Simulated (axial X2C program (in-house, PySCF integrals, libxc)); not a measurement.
**Density and ELF of ZnSb⁺**

Computed with an in-house relativistic program for diatomic molecules. Two-component (2c) means X2C with spin–orbit coupling and atomic mean-field two-electron Coulomb and Gaunt terms. Basis: Sb dyall-v3z [11s12p8d1f], Zn dyall-v3z [9s10p6d3f2g] (cores contracted in-house); Gaussian nuclei, density fitting, unrestricted open shells. Masses: Sb 120.904 u, Zn 63.929 u.

PBE0, with spin–orbit coupling, state Ω = 1 (⟨Sz⟩ = 0.98, ⟨Lz⟩ = 0.02 at PBE0); Sb at z = 0, Zn at z = 2.617 Å.

The maps cover the half plane through the axis: z from -2.4 to 4.8 Å along the bond, ρ from 0.15 to 2.25 Å away from it (steps of 0.3 Å, the bottom row nearest the axis).

log10 of the density in e/bohr³:

digits 0 to 9 span -4.88 to 1.83 evenly
```
0011222333222222222111000
0112233333333333322221100
1122334444433333333322110
1223344444444444444332211
1233445555544444554433221
2234455666555455565543321
2234456777655556776544322
2334557898755557897654322
```

Electron localisation function (collinear form, no current term, damped to 0 at low density):

digits 0 to 9 span 0.00 to 1.00 evenly
```
0000134554321000000000000
0001457776532112222100000
0013578887653333332211000
0024678777754443222221100
0135776544555432111111100
0135653232235421221111110
0145533676324412664111110
0145425474524415627211110
```

Axial spin density in 10⁻³ e/bohr³:

digits 0 to 9 span -6.38 to 6.38 evenly, values beyond are clipped
```
5555555566555555554444445
5555566777765555544444444
5555678999986655544444444
5555699999998665444444444
5556799999999765433344444
5556799999999764333334444
5555699292999754554233444
5555565699467644976223444
```

The state is one determinant whose occupation by symmetry is held fixed; it was picked as the lowest of a PBE0 search that is not exhaustive. Density functionals use the spin component along the axis (collinear). Other states lie close and PBE0, whose exact exchange favours high spin, may order them wrongly; the determinant shown need not be the ground state. The nearest other 2c determinant of the search, Ω = 0, lies 0.40 eV up at the distance of the search. With several unpaired electrons one determinant need not be a pure state. Open-shell Ω = 0 determinants with evenly filled partner blocks cannot be reached by this program, so the Ω shown need not be the lowest component. This is the Ω = 1 component of a π² triplet; the 0⁺ component is not one determinant and can lie lowest.
